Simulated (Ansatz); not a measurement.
Basis-set series for H₃NOSn (`[NH2][Sn][OH]`). Total charge 0; spin multiplicity 1. Sn: def2 effective core potential. The geometry is a stationary point of PBE0-D4/def2-TZVP. It is one conformer, not always the lowest.

| functional | basis | functions | energy (Eh) | HOMO (eV) | LUMO (eV) |
| --- | --- | --- | --- | --- | --- |
| PBE0-D4 | def2-TZVPP | 154 | -346.05154 | -7.30 | -1.52 |
| PBE0-D4 | def2-QZVPP | 286 | -346.06221 | -7.35 | -1.58 |
| ωB97M-V | def2-TZVPP | 154 | -346.09706 | -9.50 | 0.19 |
| ωB97M-V | def2-QZVPP | 286 | -346.10751 | -9.56 | 0.07 |

Task: Give the rows for def2-SVP. (Estimate.)

Result: The calculation gave: 
```csv
functional,basis,functions,energy (Eh),HOMO (eV),LUMO (eV)
PBE0-D4,def2-SVP,69,-345.86818,-7.07,-1.28
ωB97M-V,def2-SVP,69,-345.90783,-9.28,0.54
```

Positive LUMOs are unbound and depend on the basis.

Computed with Ansatz.
